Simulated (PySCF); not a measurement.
MN for M along the alkali metals

PBE0 with triple-zeta basis sets in PySCF, for the lowest determinant that a PBE0 search found; no spin–orbit coupling. De refers to high-spin ground-configuration atoms. A positive dipole means M(−)N(+).

```
 M         basis  state (unpaired electrons)  Re (Å)  ωe (cm⁻¹)  De (eV)  μ (D)
Li  x2c-TZVPPall              triplet (π ↑↑)   1.855        684     1.62  -6.76
Na    def2-TZVPP              triplet (π ↑↑)   2.240        382     1.04  -6.22
 K    def2-TZVPP              triplet (π ↑↑)   2.577        297     0.97  -7.48
Rb    def2-TZVPP              triplet (π ↑↑)   2.745        256     0.91  -7.49
```

Question: By what factor does the bond length vary along the series?

Answer: At PBE0 it runs from 1.855 Å (LiN) to 2.745 Å (RbN), a factor of 1.48.

The rows differ in basis set, which adds steps of its own.

Relativity is treated differently too: Li spin-free X2C; Na no relativity; K no relativity; Rb scalar-relativistic core potentials.

Down a group bonds as a rule get longer and wavenumbers fall, partly through the reduced mass; this series shows no clear exception.

Spin–orbit coupling is left out. States were picked by a PBE0 search and need not be the measured ground states.
